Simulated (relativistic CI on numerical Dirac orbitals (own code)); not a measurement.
V XVI: computed level list

Computed by Dirac-Coulomb-Breit CI, separate exchange-only KLI orbitals for each configuration, QED by a radiative potential, unscaled Slater integrals (own radial code, finite nucleus).

CI space (outside the closed core 1s2): 2s2.2p4, 2s.2p5, 2p6, 2p5.3s, 2p5.3p, 2s2.2p3.3s, 2p5.3d, 2s2.2p3.3p, 2s2.2p3.3d, 2s.2p4.3s, 2s.2p4.3p, 2s.2p4.3d, 2s2.2p3.4s, 2s2.2p3.4p, 2s2.2p3.4d, 2s2.2p3.4f. Levels of other configurations are missing.

The lowest level is 2s2.2p4 3P_2, with 94 % of that term; Hund's rules for 2s2.2p4 give 3P with J = 2, in agreement.

```tsv
No.	Configuration	Term	J	E (Ry)	%	Landé g	Lifetime (s)
1	2s2.2p4	3P	2	0.0000	94	1.470	
2	2s2.2p4	3P	1	0.4439	100	1.499	4.08e-04
3	2s2.2p4	3P	0	0.4542	90		5.69e+00
4	2s2.2p4	1D	2	1.1244	94	1.025	2.32e-04
5	2s2.2p4	1S	0	2.1655	88		2.72e-05
6	2s.2p5	3P°	2	6.9982	100	1.498	2.70e-11
7	2s.2p5	3P°	1	7.3370	99	1.492	2.43e-11
8	2s.2p5	3P°	0	7.5544	100		2.40e-11
9	2s.2p5	1P°	1	9.6738	99	1.003	7.52e-12
10	2p6	1S	0	16.4011	97		8.08e-12
11	2s2.2p3.3s	5S°	2	44.0756	95	1.977	3.74e-11
12	2s2.2p3.3s	3S°	1	44.5198	93	1.935	4.83e-13
13	2s2.2p3.3s	3D°	1	45.3462	83	0.644	1.27e-12
14	2s2.2p3.3s	3D°	2	45.3506	73	1.223	1.35e-12
15	2s2.2p3.3s	3D°	3	45.4939	99	1.331	1.44e-12
16	2s2.2p3.3s	1D°	2	45.6654	79	1.048	6.53e-13
17	2s2.2p3.3p	5P	1	45.8888	92	2.437	3.02e-10
18	2s2.2p3.3p	5P	2	45.9150	88	1.787	3.63e-10
19	2s2.2p3.3p	5P	3	46.0039	94	1.651	3.25e-10
20	2s2.2p3.3s	3P°	0	46.1129	98		1.56e-12
21	2s2.2p3.3s	3P°	1	46.1629	82	1.409	1.24e-12
22	2s2.2p3.3p	3P	1	46.3230	85	1.468	2.00e-10
23	2s2.2p3.3s	3P°	2	46.3977	73	1.412	1.25e-12
24	2s2.2p3.3p	3P	2	46.4046	87	1.502	2.21e-10
25	2s2.2p3.3p	3P	0	46.4394	99		2.47e-10
26	2s2.2p3.3s	1P°	1	46.5405	74	1.002	6.67e-13
27	2s2.2p3.3p	3D	1	46.9444	46	0.865	1.26e-10
28	2s2.2p3.3p	3D	2	47.0992	60	1.024	3.40e-10
29	2s2.2p3.3p	3F	3	47.2174	50	1.208	3.56e-10
30	2s2.2p3.3p	3F	2	47.2266	50	0.915	1.25e-10
31	2s2.2p3.3p	1P	1	47.2571	49	0.824	8.84e-11
32	2s2.2p3.3p	3D	3	47.3249	57	1.213	8.58e-11
33	2s2.2p3.3p	1F	3	47.4166	68	1.058	3.22e-10
34	2s2.2p3.3p	3F	4	47.4350	100	1.248	2.80e-10
35	2s2.2p3.3p	3P	0	47.7449	96		1.78e-11
36	2s2.2p3.3p	3P	1	47.7606	52	1.623	1.65e-11
37	2s2.2p3.3p	3P	2	47.9473	91	1.462	8.88e-12
38	2s2.2p3.3p	3D	1	47.9627	74	0.639	4.37e-11
39	2s2.2p3.3p	3D	2	48.0829	59	1.092	3.98e-11
40	2s2.2p3.3p	3S	1	48.1091	42	1.605	2.40e-11
41	2s2.2p3.3p	1D	2	48.1266	43	1.198	5.00e-11
42	2s2.2p3.3d	5D°	3	48.2257	93	1.483	6.92e-11
43	2s2.2p3.3d	5D°	0	48.2262	96		1.51e-11
44	2s2.2p3.3d	5D°	2	48.2266	94	1.482	1.35e-11
45	2s2.2p3.3d	5D°	1	48.2272	95	1.487	1.08e-11
```

Energies count from the lowest computed level; ° marks odd parity; lifetimes are radiative, by E1, M1, E2, M2 decay to levels of this space only.

The mean weight of the leading LS term, summed over parents, in these 45 levels is 82 %, and that of the leading jj configuration (from the same eigenvectors) 66 %, so LS coupling describes them better.

At this charge energies of transitions that change n are usually good to better than 1 %, and those within a shell (Δn = 0) to a few per cent.

Landé's interval rule says that E(J) − E(J−1) = AJ with one A. For the ground term the intervals give A = -1133.2, -24356.6 cm⁻¹ for J = 1, 2; the multiplet is inverted.

LS names give the leading component of a level, which can be under half, so a name can repeat, a term be missing and a line seem to break the LS rules.
